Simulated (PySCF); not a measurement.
Species: Ta(NH)F3 (singlet state).
Bonds: Ta1–N2, Ta1–F4, Ta1–F5, Ta1–F6. Hydrogens: H3 on N2.

Method used: PBE0-D3(BJ)/def2-SVP geometry optimisation, gas phase, def2 core potentials past Kr (PySCF).

**Question.** List the bond lengths and angles at this level.

**Answer.** 
```
                  bond  length (Å)
                Ta1–N2       1.752
Ta1–F4, Ta1–F5, Ta1–F6       1.882
                 N2–H3       1.013
```

Bonds in one row agree within 0.01 Å and their mean is given. A selection of angles:
```
    angle  degrees
N2–Ta1–F4    107.5
F4–Ta1–F5    111.7
Ta1–N2–H3    179.7
```

All 3 F–Ta bonds measure 1.882 Å. Ta1 (tantalum bonded to 3 F and N) is tetrahedral (angles from 107.3° to 111.7°).

Point group: C3v (every atom within 0.08 Å of its image). PBE0-D3(BJ)/def2-SVP frequencies: not computed here.

The run took 60 s on one thread, Intel Xeon Platinum 8488C (x86_64), on a shared host, and the process peaked at 0.37 GiB of memory. That covers the optimisation of the geometry.
